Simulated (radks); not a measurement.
Species: Ne. Configuration: [He] 2s1 2p6 3p1 (not the ground configuration). Method: scalar-relativistic Kohn-Sham, BLYP, spin-polarised, spherical densities, finite nucleus; open shells are filled with parallel spins first; Fermi nuclear charge, rms radius 3.0055 fm; computed with a radial shooting solver on a logarithmic mesh with Libxc functionals.

Unscreened Slater integrals over Kohn-Sham orbitals (eV). They are taken over the spin-up orbitals.

F0(3p,3p): 4.2881
F2(3p,3p): 2.1659
F0(3p,2p): 5.8454
F2(3p,2p): 0.53734
G0(3p,2p): 0.20841
G2(3p,2p): 0.18588
F0(3p,2s): 5.8415
G1(3p,2s): 0.17500
F0(3p,1s): 6.0964
G1(3p,1s): 0.10418
F0(2p,2p): 28.711
F2(2p,2p): 12.871
F0(2p,2s): 28.608
G1(2p,2s): 17.267
F0(2p,1s): 41.419
G1(2p,1s): 4.7480
F0(2s,2s): 28.741
F0(2s,1s): 40.892
G0(2s,1s): 3.0535
F0(1s,1s): 162.43

Derived for the open shells (J is the average intra-shell exchange parameter used in DFT+U). 3p: J = F2/5 = 0.4332 eV.
